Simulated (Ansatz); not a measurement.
Ansatz (a quantum-chemistry and plane-wave program) input:

Ansatz 0.2 input:
```yaml
crystal:
  periodic: [false, false, false]
  atoms:
    - {symbol: B, position_ang: [0.78637393, -0.99326566, 0.99886838]}
    - {symbol: F, position_ang: [2.06679956, -1.12882836, 0.85490990]}
    - {symbol: I, position_ang: [-0.42515218, 0.28539214, -0.23940625]}
basis:
  gaussian:
    orbitals: def2-TZVPP
magnetization: {spin_polarized: true, initial_magnetization: 1}
correlation: {method: ccsd_t, electrons: outside_noble_gas}
```

Task: Which total energy does the run end on?

Result: -421.35101 Eh (CCSD(T)/def2-TZVPP). The basis has 112 functions.

It need not be the lowest isomer of its formula.
